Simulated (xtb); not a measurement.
Input file for xtb: GFN2-xTB on C3H5I (a complex).

```
$ xtb mol.xyz --gfn 2 --sp --chrg 0 --uhf 0
9

C     -0.36684336    -0.09415075     0.76662074
C     -0.26250146    -1.05475692     0.05944209
H     -0.44791120     0.75045712     1.40921915
H     -0.17604532    -1.90233454    -0.57582001
C      1.57313081    -0.84335101     3.77882438
I      0.86105970     1.12350394     4.30884203
H      1.21202640    -1.52884790     4.53659620
H      1.16847929    -1.07623622     2.80040813
H      2.65586688    -0.79832241     3.76548303
```

Q: Give the final energy of this run.

A: -12.6827 hartree.
